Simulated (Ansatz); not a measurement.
Computed with Ansatz.

`O[CH2][Ga]([F])[Cl]` at its PBE0-D4/def2-TZVP geometry, where that method's forces vanish. Charge 0, multiplicity 1.

```json
{"atom": "O1", "x (Å)": "-0.056", "y (Å)": "-1.080", "z (Å)": "-1.301"}
{"atom": "C2", "x (Å)": "-0.617", "y (Å)": "0.025", "z (Å)": "-0.636"}
{"atom": "Ga3", "x (Å)": "0.516", "y (Å)": "0.649", "z (Å)": "0.864"}
{"atom": "F4", "x (Å)": "0.543", "y (Å)": "2.259", "z (Å)": "1.544"}
{"atom": "Cl5", "x (Å)": "1.849", "y (Å)": "-0.722", "z (Å)": "1.827"}
{"atom": "H6", "x (Å)": "0.094", "y (Å)": "-1.793", "z (Å)": "-0.675"}
{"atom": "H7", "x (Å)": "-1.630", "y (Å)": "-0.173", "z (Å)": "-0.262"}
{"atom": "H8", "x (Å)": "-0.698", "y (Å)": "0.836", "z (Å)": "-1.361"}
```

Task: For each bond, give half the difference of the two atoms' forces along it (eV/Å; positive pushes the atoms apart) under PBE-D4, r2SCAN-D4, B3LYP-D4, ωB97M-V in def2-TZVPP. (Estimate.)

Result: The calculation gave: 
```tsv
bond	length (Å)	PBE-D4	r2SCAN-D4	B3LYP-D4	ωB97M-V
O1–C2	1.407	0.21	0.27	0.29	0.39
O1–H6	0.961	0.40	0.01	-0.05	-0.12
C2–Ga3	1.980	-0.12	-0.04	0.01	-0.14
C2–H7	1.098	0.07	-0.05	-0.14	-0.14
C2–H8	1.091	0.10	-0.05	-0.17	-0.13
Ga3–F4	1.748	0.45	0.01	0.19	0.10
Ga3–Cl5	2.141	0.15	0.01	0.16	-0.01
```

B3LYP here is the variant with VWN-RPA as its local correlation; programs differ in this.
